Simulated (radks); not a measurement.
Ti4+, configuration [Ar]. All-electron calculation, scalar-relativistic Kohn-Sham, PBE, spin-polarised, spherical densities, finite nucleus; Fermi nuclear charge, rms radius 3.5921 fm. Program: a radial shooting solver on a logarithmic mesh with Libxc functionals. Some entries of the table are withheld. Estimate them.

| orbital | occ. | eigenvalue (eV) | r(max) (bohr) |
|---|---|---|---|
| 1s | 2 | -4922.960 | (1) |
| 2s | 2 | (2) | (3) |
| 2p | 6 | (4) | 0.2197 |
| 3s | 2 | -113.9317 | (5) |
| 3p | 6 | -89.4131 | (6) |

Answer. 
(1) 1s r(max) (bohr): 0.04555
(2) 2s eigenvalue (eV): -592.5678
(3) 2s r(max) (bohr): 0.2689
(4) 2p eigenvalue (eV): -499.7742
(5) 3s r(max) (bohr): 0.8578
(6) 3p r(max) (bohr): 0.8817
